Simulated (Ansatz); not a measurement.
CH₅GaO₂, SMILES `[Ga]([OH])([CH3])[OH]` (O–Ga–O–H torsion 180°, O–Ga–O–H torsion 0°) with one electron removed (charge 1, multiplicity 2), frozen-core CCSD(T)/cc-pVTZ // M06-2X/def2-TZVP run with Ansatz (an electronic-structure program). The run hit its time limit unfinished.

Ansatz 0.2 input:
```yaml
crystal:
  periodic: [false, false, false]
  atoms:
    - { symbol: C, position_ang: [1.466541, 0.015937, 0.205778] }
    - { symbol: Ga, position_ang: [-0.472739, -0.130838, -0.067146] }
    - { symbol: O, position_ang: [-1.649953, 1.222988, -0.184461] }
    - { symbol: O, position_ang: [-1.284997, -1.71553, -0.239948] }
    - { symbol: H, position_ang: [1.953198, 0.327912, -0.718297] }
    - { symbol: H, position_ang: [1.875139, -0.948093, 0.50205] }
    - { symbol: H, position_ang: [1.697645, 0.752619, 0.973878] }
    - { symbol: H, position_ang: [-1.308481, 2.115052, -0.103335] }
    - { symbol: H, position_ang: [-2.234238, -1.662547, -0.375586] }
basis:
  gaussian: { orbitals: cc-pVTZ }
correlation:
  method: ccsd_t
total_charge: 1
magnetization:
  spin_polarized: true
  initial_magnetization: 1
```

The last lines of the output:

```
mean field evaluation 256: about -57512.9968 eV, gradient 3.9e-1 eV
mean field evaluation 288: about -57513.0309 eV, gradient 4.3e-1 eV
mean field evaluation 320: about -57512.7160 eV, gradient 9.8e-1 eV
mean field evaluation 352: about -57512.9226 eV, gradient 9.2e-2 eV
mean field evaluation 384: about -57511.5923 eV, gradient 4.2e-3 eV
mean field evaluation 416: about -57507.8636 eV, gradient 1.7e-1 eV
mean field evaluation 448: about -57506.1326 eV, gradient 3.0e0 eV
mean field evaluation 480: about -57506.0646 eV, gradient 7.4e0 eV
mean field evaluation 512: about -57506.7938 eV, gradient 9.2e-1 eV
mean field -57513.58972665 eV, -2113.5854383430 hartree, gradient 2.7e-6 eV, S^2 0.756708; 17 other end points of the search recorded, 0 dependent functions left out
determinant -57513.58972665 eV, -2113.5854383430 hartree, with singles and doubles -57535.24976381 eV, -2114.3814300272 hartree
determinant -57513.46307811 eV, -2113.5807840949 hartree, with singles and doubles -57535.17978022 eV, -2114.3788581775 hartree
determinant -57513.14609896 eV, -2113.5691353263 hartree, with singles and doubles -57535.28258946 eV, -2114.3826363472 hartree
determinant -57512.92298272 eV, -2113.5609359556 hartree, with singles and doubles -57534.66013375 eV, -2114.3597615219 hartree
determinant -57512.72121181 eV, -2113.5535210113 hartree, with singles and doubles -57535.24395656 eV, -2114.3812166146 hartree
determinant -57511.59225820 eV, -2113.5120327314 hartree, with singles and doubles -57534.37983863 eV, -2114.3494608665 hartree
determinant -57513.58972665 eV, -2113.5854383430 hartree, with singles and doubles -57535.11904639 eV, -2114.3766262503 hartree
determinant -57513.46307811 eV, -2113.5807840949 hartree, with singles and doubles -57535.05043523 eV, -2114.3741048368 hartree
determinant -57513.14609896 eV, -2113.5691353263 hartree, with singles and doubles -57535.17495811 eV, -2114.3786809682 hartree
determinant -57512.92298272 eV, -2113.5609359556 hartree, with singles and doubles -57534.53023895 eV, -2114.3549879760 hartree
determinant -57512.72121181 eV, -2113.5535210113 hartree, with singles and doubles -57535.11574611 eV, -2114.3765049674 hartree
determinant -57513.58972665 eV, -2113.5854383430 hartree, with singles and doubles -57535.16648682 eV, -2114.3783696541 hartree
determinant -57513.46307811 eV, -2113.5807840949 hartree, with singles and doubles -57535.10892097 eV, -2114.3762541481 hartree
```
